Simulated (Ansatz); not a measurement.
`FB[SiH2][SiH3]` + H₂ → `FB[SiH3]` + SiH₄ at 400 K and 1 bar (hydrogenolysis of the Si–Si bond).

Gas-phase electronic energies from Ansatz, PBE0-D4/def2-TZVP geometries. CBS: MP2 limit from def2 TZ/QZ plus the TZ coupled-cluster correction, frozen cores. This one scheme is used for every species. Each species was taken in one conformer, which may not be the lowest.

```
         species  CCSD(T)/CBS energy (Eh)  H − E (kJ/mol)  S (J/(mol·K))
`FB[SiH2][SiH3]`               -706.37300           183.0          393.2
              H₂                 -1.17544            38.0          139.0
      `FB[SiH3]`               -416.08982           126.4          321.1
            SiH₄               -291.46306            96.9          218.6
```

H − E and S are ideal-gas, rigid-rotor, harmonic terms from PBE0-D4/def2-TZVP, for one conformer and one mirror image of each species. For small species the MP2-based limit differs from directly extrapolated CCSD(T) by up to some mEh (0.8 for H₂); such offsets cancel only in part. 1 Eh = 2625.50 kJ/mol, R = 8.31446 J/(mol·K).

Q: By hand: ΔE, ΔH, ΔS and ΔG.

A: ΔE = (-416.08982) + (-291.46306) − (-706.37300) − (-1.17544) = -0.00444 Eh = -11.7 kJ/mol. Δ(H − E) = 126.4 + 96.9 − 183.0 − 38.0 = 2.3, so ΔH = -9.4 kJ/mol. ΔS = 321.1 + 218.6 − 393.2 − 139.0 = 7.5 J/(mol·K). ΔG = -9.4 − 400 × (7.5)/1000 = -12.4 kJ/mol.

Q: By hand: the equilibrium constant, and the temperature at which ΔG would vanish if ΔH and ΔS stayed fixed.

A: log₁₀ K = −ΔG/(RT ln 10) = 1.6. ΔH and −TΔS have one sign here, so there is no such temperature.

The number of gas molecules stays the same, so ΔS is small and ΔH decides. A doubt of 5 kJ/mol in ΔE shifts log₁₀ K by 0.7 here. Other conformers and mirror images would add mixing entropy, several J/(mol·K) or more a flexible species. Modes under 60 cm⁻¹, often nearly free rotors, make the harmonic entropy too high. These are equilibria of isolated gas molecules and say nothing of rates. Largest T1 diagnostic: 0.015 (customary marks: 0.02 for closed shells, 0.045 for open ones).

ΔS is within the doubt of such terms, so its sign, and with it that verdict, could turn.
